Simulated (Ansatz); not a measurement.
Basis sets compared for Si4Ni⁺. The state is a doublet with charge 1. Geometry PBE-D4/def2-SVP. Ansatz on 4 threads of Arm Neoverse V1 on a shared host; times are rough, and most runs start from earlier orbitals.

```
atom   x (Å)   y (Å)   z (Å)
 Ni1   0.608   1.218   1.012
 Si2   1.096  -0.302  -0.566
 Si3  -0.653  -0.415  -2.154
 Si4  -1.220   0.351   0.019
 Si5   0.169  -0.853   1.690
```

Another isomer (doublet) lies 0.46 eV lower at PBE0-D4/def2-TZVP; other spin states weren't run for this one.

| level | functions | energy (Eh) | HOMO (eV) | LUMO (eV) | wall time |
| --- | --- | --- | --- | --- | --- |
| PBE-D4/def2-SVP | 103 | -2664.6241 | -9.86 | -9.64 | 4.1 s |
| PBE0-D4/def2-SVP | 103 | -2664.6749 | -10.98 | -8.43 | 8 s |

Question: Estimate the rows for PBE-D4/def2-TZVP (with forces), PBE0-D4/def2-TZVP.

Answer: 
| level | functions | energy (Eh) | HOMO (eV) | LUMO (eV) | wall time |
| --- | --- | --- | --- | --- | --- |
| PBE-D4/def2-TZVP (with forces) | 193 | -2665.2597 | -9.89 | -9.68 | 10 s |
| PBE0-D4/def2-TZVP | 193 | -2665.2991 | -10.89 | -8.47 | 31 s |
